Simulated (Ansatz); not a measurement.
A series at Ge: from `[F][Ge]([Cl])([Cl])[Cl]`, ligands are replaced one by one, each step taking up H–F and setting free HCl; n counts the steps. Ansatz, PBE0-D4/def2-TZVP geometries.

```
n                   molecule  HOMO energy, ωB97M-V/def2-TZVPP (eV)
0  `[F][Ge]([Cl])([Cl])[Cl]`                                -12.08
1   `[F][Ge]([F])([Cl])[Cl]`                                -12.41
2    `[F][Ge]([F])([F])[Cl]`                                     ?
3     `[F][Ge]([F])([F])[F]`                                -15.22
```

By hand: fit a straight line y = ȳ + b (n − n̄) to the 3 given rows and predict n = 2.

n̄ = 1.333, ȳ = -13.237; Σ(n − n̄)(y − ȳ) = -5.123, Σ(n − n̄)² = 4.667, so b = -1.098 eV a step. Prediction: -13.237 + (-1.098) × (0.667) = -13.97 eV.

By hand: compare with the computed value, -12.97 eV, and give the steps along the whole series.

The line misses by 1.00 eV (computed minus predicted). Steps: -0.33, -0.56, -2.25 eV.

One step carries most of the change, so a line is a poor guide. The highest orbital can change its character along such a series. The miss is 31.8 % of the series' range.
